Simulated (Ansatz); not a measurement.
Frontier orbitals of C$_{2}$H$_{6}$MgO$_{2}$ (`C[O][Mg][O]C`).

The species carries charge 0 and has multiplicity 1. Correlated methods include outer-core shells of Mg, which these sets cover unevenly. All single points use the PBE0-D4/def2-TZVP geometry. It is one conformer, not always the lowest. Basis def2-TZVPP, the Gaussian-basis code of Ansatz.

Orbital energies of one run (eV). Highest occupied ones, from the top: -9.89, -9.89, -10.03, -10.03, -14.71, -14.81, -14.82, -14.83, -14.83, -15.22, -21.11, -21.25, -29.36, -29.46. Empty: 0.83, 2.59, 2.59, 3.63, 3.76, 4.98.

Q: Which functional gave them?
A. LC-ωPBE
B. LDA (SPW92)
C. PBE
D. ωB97M-V

A: A. HOMO energies: LC-ωPBE -9.89, ωB97M-V -9.51, LDA (SPW92) -5.74, PBE -5.59 eV.

LC-ωPBE has ω = 0.4 bohr⁻¹.
